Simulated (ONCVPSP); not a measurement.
# samarium (Sm) ONCV: all-electron and pseudo phase curves

- Element: Sm (Z = 62)
- Generator: ONCVPSP 4.0.1
- Type: optimised norm-conserving Vanderbilt (ONCV)
- Functional: PBE
- Relativity: scalar-relativistic
- Frozen core: [Kr] 4d10 4f5
- Valence charge: 11
- Reference configuration: 5s2 5p6 5d1 6s2
- Partial waves: 5s+6s: rc 2.20 bohr, ncon 3, nbas 7, qcut 4.6 1/bohr, 2 projectors; 5p: rc 2.30 bohr, ncon 4, nbas 8, qcut 6.8 1/bohr, 2 projectors, debl 4 Ha; 5d: rc 2.95 bohr, ncon 4, nbas 9, qcut 4.7 1/bohr, 2 projectors, debl 1.7 Ha
- Local potential: polynomial inside 1.95 bohr (lpopt 5, dvloc0 0 Ha)
- Core correction: Teter function, fcfact 2.5, rcfact 1.5

The phase is arctan(r·R′/R) of the radial function R(r), unwrapped; energies in Ha, scanned from -3 to 5 Ha. A pole is an energy at which the radial function vanishes at the test radius. The pseudo phase is shifted by a multiple of π to meet the all-electron one at the reference energy, and phase errors are pseudo minus all-electron; the curves can meet again beyond the range given. Levels narrower than the energy grid can be missing from the lists of poles.

| channel | radius (bohr) | reference energy (Ha) | poles, all-electron | poles, pseudo | unbroken range about the reference energy with phases within 0.05 rad | phase error 1 Ha above the reference energy (rad) |
| --- | --- | --- | --- | --- | --- | --- |
| s | 2.24 | -0.15 | -1.46, 3.84 | -1.46, 3.23 | below 3.3 | -0.009 |
| p | 2.33 | -0.96 | -0.58, 4.24 | -0.58, 4.23 | the whole range | -0.001 |
| d | 3.00 | -0.10 | 0.25, 2.89 | 0.25, 2.90 | below 4.4 | +0.000 |

Phases in the p channel:

```json
{"E (Ha)": "-2.98", "all-electron": "1.308", "pseudo": "1.308"}
{"E (Ha)": "-2.54", "all-electron": "1.260", "pseudo": "1.260"}
{"E (Ha)": "-2.10", "all-electron": "1.169", "pseudo": "1.169"}
{"E (Ha)": "-1.66", "all-electron": "0.916", "pseudo": "0.916"}
{"E (Ha)": "-1.22", "all-electron": "-0.545", "pseudo": "-0.545"}
{"E (Ha)": "-0.78", "all-electron": "-1.458", "pseudo": "-1.458"}
{"E (Ha)": "-0.34", "all-electron": "-1.661", "pseudo": "-1.661"}
{"E (Ha)": "0.10", "all-electron": "-1.795", "pseudo": "-1.796"}
{"E (Ha)": "0.54", "all-electron": "-1.973", "pseudo": "-1.974"}
{"E (Ha)": "0.98", "all-electron": "-2.397", "pseudo": "-2.401"}
{"E (Ha)": "1.42", "all-electron": "-3.550", "pseudo": "-3.558"}
{"E (Ha)": "1.86", "all-electron": "-4.237", "pseudo": "-4.238"}
{"E (Ha)": "2.30", "all-electron": "-4.456", "pseudo": "-4.457"}
{"E (Ha)": "2.74", "all-electron": "-4.559", "pseudo": "-4.559"}
{"E (Ha)": "3.18", "all-electron": "-4.621", "pseudo": "-4.621"}
{"E (Ha)": "3.62", "all-electron": "-4.664", "pseudo": "-4.664"}
{"E (Ha)": "4.06", "all-electron": "-4.699", "pseudo": "-4.700"}
{"E (Ha)": "4.50", "all-electron": "-4.731", "pseudo": "-4.732"}
{"E (Ha)": "4.94", "all-electron": "-4.762", "pseudo": "-4.764"}
```
